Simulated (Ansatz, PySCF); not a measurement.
Gas-phase reaction in SMILES: C[Si](C)(C)O[SiH2]Cl + O (H2O) + 4 [SiH4] (SiH4) → 3 C[SiH3] [methylsilane] + 2 O[SiH3] [hydroxysilane] + [SiH3]Cl [chlorosilane]
Geometries: B3LYP-D3(BJ)/def2-TZVP minima from Ansatz (a program for electronic structure), one conformer each, not searched for the lowest. Frequencies are from Ansatz or PySCF.

Quantity: bond separation energy (enthalpy at 298 K, with B3LYP-D3(BJ) rigid-rotor harmonic-oscillator terms), in eV. Correlated levels leave the core frozen unless marked. Spin-orbit coupling is left out. Non-relativistic. Basis-set limits of correlation are two-point, X^-3; Hartree-Fock from the larger set. The bracket is a focal-point correction in the basis named.

```json
[
 {"level": "HSE06-D3(BJ)/def2-TZVPD", "program": "Ansatz + dftd3", "bond separation energy (eV)": "0.80"},
 {"level": "B2PLYP-D4/def2-TZVPD", "program": "Ansatz + dftd4", "bond separation energy (eV)": "0.83"},
 {"level": "SCS-MP2/cc-pwCVTZ", "program": "Ansatz", "bond separation energy (eV)": "0.70"},
 {"level": "CCSD/cc-pwCVTZ", "program": "Ansatz", "bond separation energy (eV)": "?"},
 {"level": "RI-MP2/CBS(cc-pV(T+d)Z,cc-pV(Q+d)Z)+[CCSD(T)-MP2]/cc-pV(T+d)Z", "program": "Ansatz", "bond separation energy (eV)": "0.79"}
]
```

Q: Complete the blanks.

A: 
- CCSD/cc-pwCVTZ, bond separation energy (eV): 0.75
